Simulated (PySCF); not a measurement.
1,3,3-trimethylphosphindoline-1-oxide, C11H15OP.
SMILES with atom numbers: `[CH3:1][C:2]1([CH3:3])[CH2:4][P@:5]([CH3:6])(=[O:7])[c:8]2[cH:9][cH:10][cH:11][cH:12][c:13]21`

Cartesian coordinates in Å at the PBE0-D3(BJ)/def2-SVP level; atoms count from 1:
```xyz
28
C11H15OP angstrom
C     -0.030   -1.972   -1.131
C     -0.056   -1.354    0.274
C     -1.098   -2.082    1.127
C      1.338   -1.454    0.942
P      2.227    0.135    0.729
C      3.178    0.040   -0.817
O      3.046    0.633    1.879
C      0.695    1.019    0.333
C      0.522    2.400    0.243
C     -0.740    2.910   -0.051
C     -1.813    2.037   -0.247
C     -1.638    0.658   -0.143
C     -0.377    0.136    0.155
H      0.711   -1.478   -1.778
H     -1.011   -1.871   -1.619
H      0.218   -3.044   -1.081
H     -2.090   -2.073    0.650
H     -0.809   -3.135    1.268
H     -1.192   -1.615    2.119
H      1.920   -2.316    0.584
H      1.242   -1.553    2.035
H      2.572   -0.324   -1.658
H      3.560    1.045   -1.050
H      4.037   -0.628   -0.657
H      1.368    3.069    0.419
H     -0.894    3.989   -0.121
H     -2.803    2.439   -0.475
H     -2.493   -0.007   -0.289
```

Probes without a nucleus sit at each ring's centroid and 1 Å off its mean plane on both sides; NICS is minus the shielding there, NICSzz its component along the normal. Level: GIAO CAM-B3LYP/pcSseg-1 (PySCF, non-relativistic, gas phase) on the PBE0-D3(BJ)/def2-SVP geometry, one conformer.

Ring bond lengths (Å): C2–C4 1.549, C4–P5 1.834, P5–C8 1.812, C8–C13 1.400, C13–C2 1.529; C8–C9 1.395, C9–C10 1.392, C10–C11 1.398, C11–C12 1.394, C12–C13 1.397, C13–C8 1.400.

**Question.** Give the NICS values of each ring in ppm.

**Answer.** 
```json
{"ring": "C2–C4–P5–C8–C13", "type": "5-membered ring with P; formal bonds 1 aromatic, 4 single", "NICS(0)": "-1.5", "NICS(1), two faces": "-2.3 / -2.6", "NICS(1)zz, two faces": "2.1 / 0.2", "rms pucker (Å)": "0.10", "centre to ring atoms, mean (Å)": "1.37"}
{"ring": "C8–C9–C10–C11–C12–C13", "type": "6-membered carbocycle; formal bonds all aromatic", "NICS(0)": "-8.7", "NICS(1), two faces": "-11.5 / -11.4", "NICS(1)zz, two faces": "-28.0 / -27.1", "rms pucker (Å)": "0.00", "centre to ring atoms, mean (Å)": "1.40"}
```

**Question.** What do they say, and how far can they be read as aromaticity?

**Answer.** 
- C2–C4–P5–C8–C13: mean NICS(1)zz 1.1 ppm, near zero. C2, C4, P5 have four or more neighbours, and the NICS criterion for π rings isn't applied.
- C8–C9–C10–C11–C12–C13: mean NICS(1)zz -27.6 ppm, shielded. The ring is flat and has no four-coordinate atom; by the NICS criterion it is aromatic, though in fused rings the probe also feels the neighbouring ring.

**Question.** How equal are the bonds by HOMA? Use HOMA with the parameters of Krygowski (1993).

**Answer.** 
- C8–C9–C10–C11–C12–C13: HOMA 0.98 = 1 − EN − GEO, with mean bond length 1.396 Å, EN = α(Ropt − mean)² = 0.016 and GEO = α × variance = 0.002. The geometric and the magnetic index point the same way.

**Question.** At the second NICS(1) probe listed for ring C8–C9–C10–C11–C12–C13, 1 Å off the ring, what do the in-plane components average?

**Answer.** The isotropic value is a third of the trace: (3 × -11.4 − (-27.1))/2 = -3.6 ppm.

**Question.** Give the inner angles of the rings.

**Answer.** 
- C2–C4–P5–C8–C13: C2 106.5°, C4 109.3°, P5 92.2°, C8 111.6°, C13 116.4°; sum 536.0° against 540° for a flat convex ring.
- C8–C9–C10–C11–C12–C13: C8 121.4°, C9 119.3°, C10 119.8°, C11 120.7°, C12 119.9°, C13 118.9°; sum 720.0° against 720° for a flat convex ring.

**Question.** How do the values depend on the level or the medium?

**Answer.** 
```json
{"level": "CAM-B3LYP/pcSseg-1, gas", "NICS(0), C2–C4–P5–C8–C13": "-1.5", "mean NICS(1)zz, C2–C4–P5–C8–C13": "1.1", "NICS(0), C8–C9–C10–C11–C12–C13": "-8.7", "mean NICS(1)zz, C8–C9–C10–C11–C12–C13": "-27.6"}
{"level": "PBE0/pcSseg-1, gas", "NICS(0), C2–C4–P5–C8–C13": "-1.7", "mean NICS(1)zz, C2–C4–P5–C8–C13": "1.0", "NICS(0), C8–C9–C10–C11–C12–C13": "-8.7", "mean NICS(1)zz, C8–C9–C10–C11–C12–C13": "-27.5"}
```

The geometry is the same throughout.
